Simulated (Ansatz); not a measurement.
Reaction (formal exchange of groups at the Si–O bond): `[SiH3]O[SiH](Cl)Cl` + `C#C` → `C#C[SiH](Cl)Cl` + `O[SiH3]`

Gas-phase electronic energies from Ansatz, PBE0-D4/def2-TZVP geometries. CCSD(T)/CBS adds triple-zeta CCSD(T) − MP2 to the extrapolated MP2 energy (def2 sets, frozen cores). This one scheme is used for every species. Functionals use def2-TZVPP. One conformer a species, not always the lowest.

```csv
level,ΔE (eV)
revPBE-D4,0.82
PBE0-D4,0.90
r2SCAN0-D4,0.97
ωB97M-V,0.98
LC-ωPBE,0.95
MP2/def2-SVP,0.91
CCSD(T)/def2-SVP,0.93
CCSD(T)/def2-TZVPP,0.96
```

Problem. What does CCSD(T)/CBS give? (Estimate.)

Solution. Ansatz gave: +0.97 eV. The listed levels differ from it by -0.15, -0.07, 0.00, 0.01, -0.02, -0.06, -0.04, -0.01 eV.

Largest T1 diagnostic among the species: 0.013.

Leaving LDA and LC-ωPBE aside and taking each functional with its dispersion term where it has one, the values, not all of them listed here, spread over 0.25 eV, from revPBE-D4 to BHLYP-D4. LDA lies +0.08 eV from PBE without D4. From BLYP to BHLYP (50 % exact exchange), in def2-TZVPP and without D4, ΔE moves by +0.15 eV.
